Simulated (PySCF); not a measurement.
Two-dimensional NMR puzzle

Compound of formula C₃H₂FN₃O. Correlations simulated from computed shifts and couplings:

HSQC (one-bond C–H):
| δH | δC | ¹J(C,H) (Hz) |
| --- | --- | --- |
| 8.81 | 160.5 | 178 |

HMBC (two and three bonds, |J| ≥ 2.5 Hz):
| δH | δC [abs. J in Hz] |
| --- | --- |
| 8.81 | 180.7 [20.3] |

Carbons without hydrogens: δ 185.2, 180.7.

All values are calculated (PySCF 2.14): shieldings: GIAO PBE0/pcSseg-1, geometry: GFN2-xTB, B3LYP/pcJ-1 coupling constants (spin–dipole term only in couplings to heteroatoms). In vacuum, single conformer, non-relativistic.

Referencing at the same level of theory: ¹H and ¹³C vs TMS.

Exchangeable hydrogens are left out of these lists, and C,H couplings along chains are those of one rotamer, so weak HMBC peaks may be missing or extra.

Work out the connectivity.

## Answers

SMILES [H]/N=C/c1nc(F)no1.

Atoms are numbered as in `[H]/[N:1]=[CH:2]/[c:3]1[n:4][c:5]([F:6])[n:7][o:8]1`. Each H is labelled by its parent atom.

- δC 185.2 is C5, an aromatic carbon bearing fluorine.
- δC 180.7 is C3, a substituted aromatic carbon next to the ring oxygen.
- δC 160.5 is C2, a C=N carbon (δH 8.81).
- HMBC from δH 8.81 reaches the proton-free carbon C3.

The data come from this structure; uniqueness wasn't tested.

OH/NH shifts are gas-phase values; hydrogen bonding in solution moves them, usually downfield. Common functionals overestimate the size of one-bond C–F couplings by tens of Hz; these are unscaled. Shifts are as computed. Against solution values, carbons near 30 ppm lie about +3 ppm off and those near 130 ppm about +5 ppm. Of 1211 compounds with measured shifts, 218 miss one by over three times the rms of a fit or turn the order of signals round; such compounds aren't used in these exercises.
